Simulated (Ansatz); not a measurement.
`[NH2][Sn][F]` and `[CH3][Sn][F]` differ in one atom or group.

Ansatz, PBE0-D4/def2-TZVP geometries, multiplicity 1. Each molecule was computed in one conformer, which needn't be the lowest.

Elements past krypton have def2 core potentials.

```csv
property,`[NH2][Sn][F]`
HOMO energy (PBE0/def2-TZVPP) / eV,-7.59
size of the dipole moment (ωB97M-V/def2-TZVPP) / D,2.92
HOMO–LUMO gap (B3LYP/def2-TZVPP) / eV,5.23
HOMO energy (PBE/def2-TZVPP) / eV,-6.26
HOMO–LUMO gap (PBE0/def2-TZVPP) / eV,5.72
size of the dipole moment (B3LYP/def2-TZVPP) / D,2.96
```

(1) What does the change do to each property? (An estimate is asked.)

Answers

(1) Ansatz gave: 
```csv
property,`[CH3][Sn][F]`,shift
HOMO energy (PBE0/def2-TZVPP) / eV,-6.66,0.93
size of the dipole moment (ωB97M-V/def2-TZVPP) / D,2.76,-0.16
HOMO–LUMO gap (B3LYP/def2-TZVPP) / eV,3.71,-1.52
HOMO energy (PBE/def2-TZVPP) / eV,-5.60,0.66
HOMO–LUMO gap (PBE0/def2-TZVPP) / eV,4.15,-1.57
size of the dipole moment (B3LYP/def2-TZVPP) / D,2.78,-0.18
```

With PBE0 the HOMO rises by 0.93 eV and the LUMO falls by 0.64 eV, so the gap narrows by about 1.57 eV. PBE moves the HOMO by 0.66 eV and ωB97M-V by 1.11 eV. The zero-point energy changes by 25.4 kJ/mol with +3 modes. Dipoles are sizes alone; their direction can turn.

B3LYP here is the variant with VWN-RPA as its local correlation; programs differ in this.
